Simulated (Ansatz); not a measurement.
```yaml
crystal:
  periodic: [false, false, false]
  atoms:
    - {symbol: F, position_ang: [2.189172, -0.041172, -1.473546]}
    - {symbol: C, position_ang: [0.966756, -0.229856, -0.988039]}
    - {symbol: F, position_ang: [-0.026595, 0.064902, -1.855957]}
    - {symbol: F, position_ang: [0.965062, -1.586093, -1.009013]}
    - {symbol: O, position_ang: [0.875426, 0.119641, 0.353663]}
    - {symbol: Sn, position_ang: [-1.042253, 0.343912, 0.942327]}
    - {symbol: H, position_ang: [-1.552294, 1.873541, 0.318770]}
    - {symbol: H, position_ang: [-1.784952, -1.005374, 0.827967]}
    - {symbol: H, position_ang: [-0.602060, 0.464281, 2.761175]}
basis:
  gaussian: {orbitals: def2-TZVP, fitting: {mean_field: cc-pVTZ-jkfit}}
hamiltonian: {xc: {name: HF}}
correlation: {method: rpa, electrons: all}
```

```sh
$ ansatz run in.yaml --threads 4 --pin off --events-out ev --progress --plain --max-ram 10444MiB
```

How does Ansatz answer? (Best estimate.)

Computed: The input was rejected before any iteration.
```
Functional definition: HF
Error: <dir> the basis set cc-pVTZ-JKFIT has no functions for Sn
```
